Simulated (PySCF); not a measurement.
Orbital picture of GeH

TPSSh at R = 1.612 Å; Ge cc-pVDZ-PP with ECP10, H cc-pVDZ; scalar-relativistic core potentials (PySCF 2.14). State: ²Π (doublet), unpaired electrons π ↑. Only the outer orbitals are listed, counted within each symmetry, core potentials removing the inner ones.

| spin | orbital | occ. | ε (eV) | on Ge (%) | main shells (%) |
| --- | --- | --- | --- | --- | --- |
| α | 1δ | 1 | -31.37 | 100 | 100 Ge d |
| α | 1δ | 1 | -31.32 | 100 | 100 Ge d |
| α | 2π | 1 | -31.23 | 100 | 100 Ge d |
| α | 3σ | 1 | -31.02 | 100 | 100 Ge d |
| α | 2π | 1 | -31.00 | 100 | 100 Ge d |
| α | 4σ | 1 | -13.38 | 85 | 83 Ge s, 14 H s |
| α | 5σ | 1 | -7.20 | 62 | 46 Ge p, 38 H s, 14 Ge s |
| α | 3π | 1 | -4.70 | 100 | 100 Ge p |
| α | 3π | 0 | -3.53 | 100 | 100 Ge p |
| α | 6σ | 0 | 1.13 | 60 | 57 Ge p, 40 H s |
| α | 7σ | 0 | 6.25 | 97 | 62 Ge s, 27 Ge p, 8 Ge d |
| β | 1δ | 1 | -31.32 | 100 | 100 Ge d |
| β | 2π | 1 | -31.22 | 100 | 100 Ge d |
| β | 1δ | 1 | -31.20 | 100 | 100 Ge d |
| β | 3σ | 1 | -30.91 | 100 | 100 Ge d |
| β | 2π | 1 | -30.88 | 100 | 100 Ge d |
| β | 4σ | 1 | -12.60 | 80 | 78 Ge s, 19 H s |
| β | 5σ | 1 | -6.92 | 63 | 44 Ge p, 37 H s, 19 Ge s |
| β | 3π | 0 | -3.15 | 100 | 100 Ge p |
| β | 3π | 0 | -2.35 | 100 | 100 Ge p |
| β | 6σ | 0 | 1.41 | 63 | 58 Ge p, 37 H s |

Which are the highest filled and the lowest empty level, where do they sit, and how wide is the gap?

Highest filled α 3π at -4.70 eV (in %: 100 Ge p); lowest empty α 3π at -3.53 eV (in %: 100 Ge p); the gap at TPSSh is 1.17 eV. Both belong to one degenerate shell, split only by its one-sided filling, so this is no excitation gap.

```json
{"bond order (Mayer)": "0.95", "⟨S²⟩": "0.753", "charge on Ge (Mulliken, basis-dependent)": "0.10", "charge on Ge (Löwdin, basis-dependent)": "0.08", "dipole moment (positive dipole means Ge(−)H(+))": "-0.21 D"}
```

Spin–orbit coupling is left out. The state is the lowest determinant that a PBE0 search found; another state may lie lower at other levels.
